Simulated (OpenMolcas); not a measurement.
# Mo3+ in a point-charge field

Mo3+ among 6 point charges of -1.7 e arranged as a trigonal prism (D3h), 1.92 Å from the ion, with a polar angle of 42.7° against the regular 49.1°. The active orbitals were held to one l.

* Program: OpenMolcas 26.06
* Method: CASSCF
* Basis: ANO-RCC-VTZP [7s6p4d2f1g]
* Scalar Hamiltonian: DKH2, point nucleus
* Active space: 3 electrons in 5 orbitals (4d)
* State averaging: 2S+1 = 4 even, 10 roots; 2S+1 = 2 even, 40 roots
* Spin-orbit coupling: RASSI with atomic mean-field integrals over the reference wave functions

The lowest spin-free states (labels of D3, the rotations of D3h), above the lowest:

| State | Degeneracy | E (cm-1) | Free-ion L (%) |
| --- | --- | --- | --- |
| 4A2 | 1 | 0.0 | F (87) |
| 4E | 2 | 6172 | F (68) |
| 2E | 2 | 6836 | D (39) |
| 2E | 2 | 12131 | H (53) |
| 2A1 | 1 | 16045 | D (64) |
| 2E | 2 | 16558 | H (100) |
| 2A2 | 1 | 17760 | P (58) |
| 2S+1 = 2 | 2 | 18769 | G (56) |
| 2E | 2 | 19289 | D (54) |
| 2S+1 = 4 | 2 | 21731 | F (100) |
| 2E | 2 | 24156 | G (50) |
| 4E | 2 | 24548 | F (100) |
| 4E | 2 | 28085 | P (68) |
| 2E | 2 | 35170 | H (45) |
| 2S+1 = 2 | 2 | 36905 | H (62) |
| 2E | 2 | 37967 | H (34) |
| 2E | 2 | 39645 | G (53) |
| 2E | 2 | 40016 | D (47) |
| 2E | 2 | 40759 | D (47) |
| 2A1 | 1 | 41786 | G (56) |

The lowest levels with spin-orbit coupling:

```json
{"E (cm-1)": "0.0", "Degeneracy": "2", "Label": "E1/2", "2S+1": "4", "g": "1.99 3.19 3.19"}
{"E (cm-1)": "165.4", "Degeneracy": "2", "Label": "E3/2", "2S+1": "4", "g": "0.00 0.00 5.98"}
{"E (cm-1)": "5851", "Degeneracy": "2", "Label": "E1/2", "2S+1": "2 (63 %)", "g": "0.00 0.00 6.75"}
{"E (cm-1)": "6021", "Degeneracy": "2", "Label": "E1/2", "2S+1": "4", "g": "2.57 2.57 3.36"}
{"E (cm-1)": "6327", "Degeneracy": "2", "Label": "E1/2", "2S+1": "4", "g": "0.65 3.34 3.34"}
{"E (cm-1)": "6433", "Degeneracy": "2", "Label": "E3/2", "2S+1": "4", "g": "0.00 0.00 3.85"}
{"E (cm-1)": "7442", "Degeneracy": "2", "Label": "E1/2", "2S+1": "4 (63 %)", "g": "0.00 0.00 7.25"}
{"E (cm-1)": "7835", "Degeneracy": "2", "Label": "E3/2", "2S+1": "2", "g": "0.00 0.00 2.17"}
{"E (cm-1)": "12108", "Degeneracy": "2", "Label": "E3/2", "2S+1": "2", "g": "0.00 0.00 9.90"}
{"E (cm-1)": "12213", "Degeneracy": "2", "Label": "E1/2", "2S+1": "2", "g": "0.00 0.00 6.06"}
{"E (cm-1)": "15814", "Degeneracy": "2", "Label": "E1/2", "2S+1": "2", "g": "0.04 0.04 1.85"}
{"E (cm-1)": "16659", "Degeneracy": "2", "Label": "E3/2", "2S+1": "2", "g": "0.00 0.00 8.11"}
{"E (cm-1)": "17264", "Degeneracy": "2", "Label": "E1/2", "2S+1": "2", "g": "0.00 0.00 12.00"}
{"E (cm-1)": "18335", "Degeneracy": "2", "Label": "E1/2", "2S+1": "2", "g": "1.60 1.60 2.00"}
{"E (cm-1)": "18746", "Degeneracy": "2", "Label": "E1/2", "2S+1": "2", "g": "0.00 0.00 7.98"}
{"E (cm-1)": "18870", "Degeneracy": "2", "Label": "E1/2", "2S+1": "2", "g": "0.13 1.29 1.29"}
{"E (cm-1)": "19386", "Degeneracy": "2", "Label": "E1/2", "2S+1": "2", "g": "0.00 0.00 4.02"}
{"E (cm-1)": "20597", "Degeneracy": "2", "Label": "E3/2", "2S+1": "2 (83 %)", "g": "0.00 0.00 3.38"}
{"E (cm-1)": "20730", "Degeneracy": "2", "Label": "E3/2", "2S+1": "4 (84 %)", "g": "0.00 0.00 0.66"}
{"E (cm-1)": "21473", "Degeneracy": "2", "Label": "E1/2", "2S+1": "4", "g": "0.00 0.00 4.08"}
```

Powder χT (cm3 K/mol): 0.77 at 2 K, 0.804 at 10 K, 0.974 at 50 K, 1.15 at 100 K, 1.32 at 200 K, 1.4 at 300 K. The effective moment at 300 K is 2.828 √(χT) = 3.34 μB.

The lowest level has 2S+1 = 4, for which the spin-only value is χT = S(S+1) / 2 = 1.875 cm3 K/mol (g = 2). The computed 1.397 at 300 K differs by -0.478, through orbital momentum, spin-orbit coupling and any other state in reach.

Without dynamic correlation the repulsion within the d shell is too large (B by tens of per cent), so at a given field states of lower spin stand too high. This is an electrostatic model: the charges have no orbitals. An unlabelled pair can be two single states that coincide in this model. No measured value stands beside these numbers.

The RASSCF and RASSI steps took 15 s on 1 thread of Arm Neoverse V1 (shared host); the integral step is not counted.

A state without a sure symmetry label is named by its multiplicity alone.
